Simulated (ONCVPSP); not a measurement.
**bromine (Br), ONCV: configuration errors across variants**

```
Element                 : Br
Generator               : ONCVPSP 4.0.1
Type                    : optimised norm-conserving Vanderbilt (ONCV)
Functional              : PBEsol
Relativity              : scalar-relativistic
Frozen core             : [Ne]
Valence charge          : 25
Reference configuration : 3s2 3p6 3d10 4s2 4p5
Partial waves           : 3s+4s: rc 0.80 bohr, ncon 4, nbas 7, qcut 16.5 1/bohr, 2 projectors; 3p+4p: rc 1.15 bohr, ncon 4, nbas 8, qcut 13.5 1/bohr, 2 projectors; 3d: rc 1.05 bohr, ncon 4, nbas 9, qcut 18.2 1/bohr, 2 projectors, debl 2.4 Ha; f scattering state at 0.11 Ha: rc 0.90 bohr, ncon 5, nbas 8, qcut 11.6 1/bohr, 2 projectors, debl 1.8 Ha
Local potential         : polynomial inside 0.55 bohr (lpopt 4, dvloc0 2 Ha)
Core correction         : Teter function, fcfact 4.75, rcfact 1.7
```

In the d channel the program set the typed energies aside and used -2.452, 0.250 Ha.

All-electron excitation energies from the reference (eV): (1) 3s2 3p6 3d10 4s2 4p4 12.554; (2) 3s2 3p6 3d10 4s2 4p3 35.325; (3) 3s2 3p6 3d10 4s2 4p2 69.334; (4) 3s2 3p6 3d9 4s2 4p6 64.315.

1 further variants failed, have other tests or too few solved ones, and are left out.

Errors AE − PS in meV (a dash: test not solved or not reliable):

| change | (1) | (2) | (3) | (4) | bound ghosts | GHOST(+) flags above zero |
| --- | --- | --- | --- | --- | --- | --- |
| base | -1.8 | -5.3 | -11 | +261 | none | f |
| f: rc 0.8, qcut 13 | -1.8 | -5.3 | -11 | +261 | none | f |
| f: rc 1.1 | -1.8 | -5.3 | -11 | +261 | none | none |
| p: nbas 9 | -1.8 | -5.3 | -11 | +261 | none | f |
| core correction Teter function, fcfact 4.75, rcfact 1.18 | -1.8 | -5.3 | -11 | +261 | none | f |

(1) Give the same row for: s: qcut 12.3; p: qcut 10.1; d: qcut 13.6; f: qcut 8.7.

## Answers

(1) -1.8, -5.1, -11, +460; bound ghosts: none; GHOST(+) flags above zero: f.
